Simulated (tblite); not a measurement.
Task: Write a Z-matrix for `[SiH2](NC)/C(C)=C/C#[C]` [radical] as optimised with GFN2-xTB. (Doublet state.)

Result: 
Z-matrix in Å and degrees, rows numbered from 1:
```
C 
C   1  1.2094
C   2  1.4169  1  165.54
C   3  1.3377  2  124.07  1   -88.24
C   4  1.4935  3  122.32  2     7.07
Si  4  1.8961  3  121.06  2  -173.56
N   6  1.7181  4  108.32  3    19.43
C   7  1.4458  6  124.33  4    60.36
H   3  1.0823  2  114.46  1    94.03
H   5  1.0896  4  110.45  3  -121.60
H   5  1.0886  4  110.94  3    -0.16
H   5  1.0899  4  109.85  3   120.23
H   6  1.4738  4  106.17  3   144.30
H   6  1.4639  4  111.16  3   -94.66
H   7  1.0085  6  117.29  4  -151.72
H   8  1.0924  7  110.08  6  -152.29
H   8  1.0878  7  109.08  6   -33.13
H   8  1.0955  7  112.42  6    86.89
```

C2 (carbon bonded to 2 C) is bent (angle 165.5°). C4 (carbon bonded to 2 C and Si) is planar (angles 122.3°, 121.1° and 116.6°, sum 360.0°, 0.00 Å off the plane of its three neighbours). Of the pairs four or more bonds apart, C2···H11 is among the closest relative to their van der Waals radii: 2.48 Å, 86 % of the sum of Bondi's values. C3 (carbon bonded to 2 C and H) is planar (angles 124.1°, 121.4° and 114.5°, sum 360.0°, 0.01 Å off the plane of its three neighbours).

Structure optimised with GFN2-xTB, isolated species. This method treats the open shell by occupation alone, without spin polarisation.

Point group: C1 (no symmetry element, even within 0.4 Å). Its GFN2-xTB frequencies are all real (lowest 35 cm⁻¹). Torsions: C3–C4–Si6–N7 19°, C4–Si6–N7–C8 60°. 2 starts were optimised and ended at 0.00 and 0.36 kcal/mol (GFN2-xTB); the lowest of these is shown.

The run took 0.81 s on an AMD EPYC 9R45 with one thread (shared host). That covers the optimisation of the geometry.

One conformer stands for the species.

These are computed values.
